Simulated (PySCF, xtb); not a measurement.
C₂H₈O₂Si, SMILES CO[SiH](C)O. The values are those of a single conformer.

Harmonic wavenumbers (cm⁻¹) from xtb with GFN2-xTB at its own minimum, in rising order: 88, 94, 106, 142, 196, 269, 285, 329, 669, 708, 738, 774, 796, 825, 868, 901, 1132, 1139, 1159, 1384, 1413, 1479, 1488, 1490, 1498, 2203, 2947, 2972, 2984, 3042, 3046, 3072, 3700.

**Question.** What does PySCF with PBE-D3(BJ)/def2-SVP give at its own minimum? (Estimate from the structure and the level; the computed values follow.)

**Answer.** 53, 96, 105, 148, 195, 246, 299, 337, 631, 685, 739, 746, 818, 825, 873, 930, 1119, 1135, 1174, 1224, 1378, 1379, 1420, 1423, 1425, 2120, 2902, 2968, 2986, 3030, 3088, 3092, 3778. Paired by order, the mean absolute difference is 32 cm⁻¹ and the zero-point energies are 62.8 and 62.0 kcal/mol.
